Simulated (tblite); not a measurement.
C₃H₁₀NOSi (doublet state).
Numbering: `[CH3:1][CH2:2][O:3][CH2:4][SiH2:5][NH:6]` (hydrogens: H7, H8, H9 on C1; H10, H11 on C2; H12, H13 on C4; H14, H15 on Si5; H16 on N6)

The geometry is computed with GFN2-xTB (gas phase). This method treats the open shell by occupation alone, without spin polarisation.

Question: What internal coordinates does the optimisation give?

Answer: 
```csv
bond,length (Å),order
C1–C2,1.518,single
C2–O3,1.402,single
O3–C4,1.376,single
C4–Si5,1.988,single
Si5–N6,1.656,single
"C1–H7, C1–H8, C1–H9",1.087,single
C2–H10,1.100,single
C2–H11,1.115,single
"C4–H12, C4–H13",1.088,single
"Si5–H14, Si5–H15",1.466,single
N6–H16,1.009,single
```

Bonds in one row agree within 0.01 Å and their mean is given. Orders are formal, as drawn. A selection of angles:
```csv
angle,degrees
C2–C1–H7,109.8
H7–C1–H8,109.1
H8–C1–H9,108.5
C1–C2–O3,109.9
C1–C2–H10,111.3
O3–C2–H10,110.0
O3–C2–H11,107.3
H10–C2–H11,107.0
C2–O3–C4,114.4
O3–C4–Si5,110.0
O3–C4–H12,108.0
O3–C4–H13,112.6
Si5–C4–H12,108.1
H12–C4–H13,110.9
C4–Si5–N6,102.3
C4–Si5–H14,102.8
C4–Si5–H15,99.2
N6–Si5–H14,125.6
N6–Si5–H15,111.3
H14–Si5–H15,111.2
Si5–N6–H16,123.7
```

Torsions: C1–C2–O3–C4 173° (antiperiplanar); C2–O3–C4–Si5 -76° (synclinal); O3–C4–Si5–N6 58° (synclinal); H16–N6–Si5–C4 -123° (anticlinal). The mirror-image conformer, all signs reversed, is as good.

The 2 C–O bonds span 1.376 Å (O3–C4, drawn single) to 1.402 Å (C2–O3, drawn single), a spread of 0.026 Å. Of the pairs four or more bonds apart, N6···H11 is among the closest relative to their van der Waals radii: 1.95 Å, 71 % of the sum of Bondi's values. Si5 (silicon bonded to C, N and 2 H) has angles from 99.2° to 125.6°.

Point group: C1 (no symmetry element, even within 0.4 Å). Its GFN2-xTB frequencies are all real (lowest 72 cm⁻¹). Torsions: C1–C2–O3–C4 173°, C2–O3–C4–Si5 -76°, O3–C4–Si5–N6 58°, C4–Si5–N6–H -123°.
